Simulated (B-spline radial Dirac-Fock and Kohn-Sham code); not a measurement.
# Binding energies of Ti⁺ in different valence configurations

These are calculated numbers from a radial finite-basis atomic code; the model is Dirac-Fock ΔSCF + Breit + QED. The model has no electron correlation.

Reference: the tabulated ground configuration [Ar] 3d2 4s1, with 1s 4984.6 eV, 2s 582.3 eV, 2p1/2 480.6 eV, 2p3/2 475.0 eV, 3p1/2 53.69 eV, 3p3/2 53.04 eV, Kα1 4509.6 eV, Kβ1 4931.6 eV.

Q: One of these configurations gives the following shifts from the reference, in eV: average energy +3.51, 1s +1.31, 2s +1.26, 2p1/2 +1.29, 2p3/2 +1.29, 3p1/2 +1.27, 3p3/2 +1.28, Kα1 +0.02, Kβ1 +0.03. Which?
A. [Ar] 3d1 4s2
B. [Ar] 3d2 4p1
C. [Ar] 3d1 4s1 4p1
D. [Ar] 3d3

A: B. The others give [Ar] 3d1 4s1 4p1: 1s +8.59; [Ar] 3d3: 1s -5.98; [Ar] 3d1 4s2: 1s +7.60.
